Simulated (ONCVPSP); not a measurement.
**Building the ONCV potential for Ga (Z = 31) (PBE, scalar-relativistic).**

gallium, optimised norm-conserving Vanderbilt (ONCV), made with ONCVPSP 4.0.1 (PBE, scalar-relativistic). Core [Ne] 3s2, reference 3p6 3d10 4s1.5 4p1.5. Waves: 4s: rc 1.75 bohr, ncon 3, nbas 6, qcut 3 1/bohr, 3 projectors, debl 1.2 Ha; 3p+4p: rc 0.86 bohr, ncon 4, nbas 8, qcut 11.6 1/bohr, 2 projectors; 3d: rc 1.20 bohr, ncon 4, nbas 9, qcut 13 1/bohr, 2 projectors, debl 2.1 Ha. Local part: polynomial inside 0.86 bohr (lpopt 4, dvloc0 0 Ha). Core correction: Teter function, fcfact 5.75, rcfact 1.1.

All-electron outer shells of the reference configuration (PBE, scalar-relativistic, ld1.x):

| shell | level (eV) | outermost node (bohr) | outermost maximum (bohr) |
| --- | --- | --- | --- |
| 2p | -1099.80 | – | 0.15 |
| 3s | -149.12 | 0.27 | 0.56 |
| 3p | -99.85 | 0.24 | 0.56 |
| 3d | -20.12 | – | 0.53 |
| 4s | -9.52 | 0.81 | 1.87 |
| 4p | -2.98 | 0.87 | 2.50 |

Calculated quality:

```json
{
  "Cutoffs needed": "69 Ha and 77 Ha (the cutoffs (Ha) at which the residual kinetic energy of the hardest occupied pseudo-wave falls to 1 and 0.1 mHa per electron)",
  "Ghost test": "no bound ghost flagged; GHOST(+) flagged for s at 70.4 eV",
  "Largest excitation error": "+40 meV (all-electron minus pseudo) for 3p6 3d9 4s2 4p2, out of 4 test configurations",
  "rms error of d²Exc/dni dnj": "2.53 mHa without and 2.24 mHa with the model core"
}
```

Generation and tests took about 5.8 s on one core of a shared server CPU.
